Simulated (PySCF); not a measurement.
## AlGe⁺: from constants to spectrum

ROHF-CCSD(T) constants of AlGe⁺, ³Π (triplet), unpaired electrons σ ↑, π ↑ (basis Al def2-SVP, Ge def2-SVP; no relativity; PySCF 2.14; masses 26.9815 and 73.9212 u):

```
ωe              : 159.5 cm⁻¹
ωexe            : 1.45 cm⁻¹
Be              : 0.10222 cm⁻¹
αe              : 0.00113 cm⁻¹
D (centrifugal) : 1.68e-07 cm⁻¹
De to Al⁺ + Ge  : 0.76 eV
```

Q: Give the vibrational terms G(v) and spacings up to v = 6.

A: G(v) = ωe(v+½) − ωexe(v+½)².

```json
{"v": "0", "G(v) (cm⁻¹)": "79.4", "G(v) − G(v−1)": "", "Bv (cm⁻¹)": "0.1017"}
{"v": "1", "G(v) (cm⁻¹)": "236.0", "G(v) − G(v−1)": "156.6", "Bv (cm⁻¹)": "0.1005"}
{"v": "2", "G(v) (cm⁻¹)": "389.7", "G(v) − G(v−1)": "153.7", "Bv (cm⁻¹)": "0.0994"}
{"v": "3", "G(v) (cm⁻¹)": "540.5", "G(v) − G(v−1)": "150.8", "Bv (cm⁻¹)": "0.0983"}
{"v": "4", "G(v) (cm⁻¹)": "688.4", "G(v) − G(v−1)": "147.9", "Bv (cm⁻¹)": "0.0971"}
{"v": "5", "G(v) (cm⁻¹)": "833.4", "G(v) − G(v−1)": "145.0", "Bv (cm⁻¹)": "0.0960"}
{"v": "6", "G(v) (cm⁻¹)": "975.5", "G(v) − G(v−1)": "142.1", "Bv (cm⁻¹)": "0.0949"}
```

Q: How well does the Morse estimate ωe²/(4ωexe) reproduce De, and what is D0?

A: It gives 0.54 eV, 72 % of the computed De. D0 = De − G(0) = 0.76 − 0.01 = 0.75 eV.

Correlated steps freeze 14 core orbitals. Correlated levels converge slowly with the basis: in double zeta they bind strong bonds too weakly, by up to about 1 eV, and carry superposition errors of some tenths. Spin–orbit coupling is left out. For an ion De counts to the pair picked by the measured ionisation energies or electron affinities, which need not be the lowest pair at this level. The state was picked by a PBE0 search and need not be the measured ground state.
